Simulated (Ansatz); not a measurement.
Cost and result up the ladder for CrNF3 (5 atoms). Total charge 0; singlet. Geometry: PBE0-D4/def2-SVP.

```xyz
5

Cr    0.005    0.013   -0.002
N    -0.533   -1.345    0.216
F     1.674   -0.169   -0.189
F    -0.401    0.905    1.374
F    -0.745    0.596   -1.399
```

Ansatz on 4 threads of Arm Neoverse V2 on a shared host. Times are rough, and most runs start from the orbitals of an earlier one. No level here is sound enough to serve as a yardstick. Binding counts from free atoms at the same level (Cr septet, N quartet, F doublet; other spins of the atoms weren't run), without zero-point energy or a counterpoise term.

The 6-31G sets use Cartesian d functions. B3LYP takes the VWN-RPA correlation. Correlated methods freeze 9 core orbitals; core or outer-core shells of Cr are correlated, in sets that lack core-valence functions.

Run but left out: HF/STO-3G, HF/6-31G (restricted singlet, unstable in another Hartree–Fock run and untested here); MP2/def2-TZVP, CCSD(T)/def2-TZVPP (restricted singlet, unstable towards broken spin symmetry).

Correlated methods converge slowly with the basis.

```csv
level,functions,wall time,binding energy per atom (eV),remarks
LDA (SPW92)/def2-TZVP,169,0.65 s,4.75,restricted SCF unstable in HF
PBE-D4/def2-SVP,87,0.65 s,4.12,restricted SCF unstable in HF
B3LYP-D4/6-31G,65,0.8 s,3.67,restricted SCF unstable in HF
PBE0-D4/def2-SVP,87,0.9 s,3.26,restricted SCF unstable in HF
revPBE-D4/def2-TZVP,169,1.2 s,3.83,restricted SCF unstable in HF
PBE-D4/def2-TZVP (with forces),169,1.6 s,4.03,–
PBE-D4/def2-TZVPD,205,1.7 s,4.03,restricted SCF unstable in HF
PBE0-D4/def2-TZVP,169,1.7 s,3.27,restricted SCF unstable in HF
r2SCAN-D4/def2-TZVP,169,2.5 s,3.63,restricted SCF unstable in HF
PBE0-D4/def2-TZVPD,205,2.5 s,3.28,restricted SCF unstable in HF
RPA@PBE/def2-TZVP,169,2.8 s,3.24,–
r2SCANh-D4/def2-TZVP,169,3 s,3.36,restricted SCF unstable in HF
B97M-V/def2-TZVP,169,4.1 s,3.47,restricted SCF unstable in HF
ωB97M-V/def2-TZVP,169,6 s,3.33,restricted SCF unstable in HF
```
